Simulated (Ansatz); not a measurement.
C$_{2}$H$_{5}$BClF, SMILES `CB(F)CCl`. The species carries charge 0 and has multiplicity 1. Geometry: relaxed with PBE0-D4/def2-TZVP. It is one conformer, not always the lowest.

```xyz
10

C     0.098   -1.020   -0.954
B     0.433    0.318   -0.234
F     1.277    1.174   -0.805
C    -0.172    0.747    1.160
Cl   -1.755    1.449    0.671
H     0.835   -1.770   -0.635
H     0.175   -0.943   -2.040
H    -0.885   -1.409   -0.683
H     0.382    1.529    1.676
H    -0.387   -0.074    1.843
```

Q: What is the dipole moment at ωB97M-V/def2-TZVPP? (Estimate.)

A: Ansatz gave: 1.98 D, with components (0.72, -1.61, 0.90) D in this frame, pointing from negative to positive charge.

Q: And with PBE, r2SCAN, B3LYP? (An estimate is asked.)

A: Ansatz gave: PBE 1.86 D, r2SCAN 1.98 D, B3LYP 1.97 D.

Q: Give the Mulliken charges with ωB97M-V, B3LYP, PBE in def2-TZVPP. (Best estimate.)

A: The calculation gave: 
```csv
atom,ωB97M-V,B3LYP,PBE
C1,-0.35,-0.32,-0.35
B2,0.25,0.28,0.24
F3,-0.23,-0.24,-0.20
C4,-0.20,-0.15,-0.16
Cl5,-0.11,-0.15,-0.13
H6,0.12,0.10,0.11
H7,0.12,0.11,0.11
H8,0.11,0.11,0.11
H9,0.15,0.14,0.13
H10,0.15,0.14,0.14
```

B3LYP here is the variant with VWN-RPA as its local correlation; programs differ in this.
